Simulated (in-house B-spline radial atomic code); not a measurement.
# PBE0 excitations of the gallium ion Ga⁺

Method: PBE0. Computed with a B-spline radial code for spherical atoms: linear response of the closed shell [Ar] 3d10 4s2 with the functional's adiabatic kernel; scalar-relativistic (spin-free one-electron X2C), finite nucleus, no spin-orbit coupling, no double excitations, S, P, D and F terms only; shells from n = 2 respond. Only terms of natural parity with L up to 3 were computed.

Command:
```bash
python run_td.py task.json out
```
Settings (radii: box in bohr, nucleus in fm):
```
Z                        31
electrons                30
configuration            [Ar] 3d10 4s2
hamiltonian              x2c
method                   pbe0
box_radius               41.61
rms_radius               3.9973
intervals                75
```

Run time, properties included: 2.4 s on 1 thread of Arm Neoverse N1, with other jobs on the host.

The lowest states, in the order of their Tamm-Dancoff energies; the method's threshold (minus the highest occupied level) is 17.216 eV. Labels give the largest channel, * marks a mixed state, and oscillator strengths are full-response dipole values. Measured ¹D terms are left out, since they can mix with doubly excited terms. Semilocal kernels can invert the small singlet-triplet splittings of Rydberg terms. Energies in eV:

| state | full response | Tamm-Dancoff | oscillator strength | measured (J-weighted term) |
| --- | --- | --- | --- | --- |
| 4s → 4p 3P | 5.692 | 5.879 | - | 5.987 |
| 4s → 4p 1P | 8.643 | 8.983 | 1.63 | 8.766 |
| 4s → 5s 3S | 12.184 | 12.190 | - | 12.764 |
| 4s → 5s 1S | 12.667 | 12.686 | - | 13.224 |
| 4s → 4d 3D | 13.422 | 13.435 | - | 14.116 |
| 4s → 4d 1D | ? | ? | - | - |
| 4s → 5p 3P | 13.821 | 13.830 | - | 14.708 |
| 4s → 5p 1P | 14.095 | 14.137 | 0.00801 | - |
| 4s → 6s 3S | ? | ? | - | - |
| 4s → 6s 1S | 15.189 | 15.193 | - | - |
| 4s → 5d 3D | 15.531 | 15.533 | - | - |
| 4s → 6p 3P | 15.565 | 15.568 | - | - |

(1) Where does 4s → 6s 3S lie?

(2) Where does 4s → 4d 1D lie?

(3) How large is the singlet-triplet splitting of 4s → 4p (P terms) in Tamm-Dancoff?

(4) What polarisabilities and dispersion coefficient does the method give?

## Answers

(1) At 15.088 eV in full response, 15.089 eV in Tamm-Dancoff.

(2) At 13.685 eV in full response, 13.689 eV in Tamm-Dancoff.

(3) 3.1 eV, from the unrounded values.

(4) Dipole 18.33 bohr³, quadrupole 79.73 bohr⁵, C6 94.09 hartree·bohr⁶ for two such species.
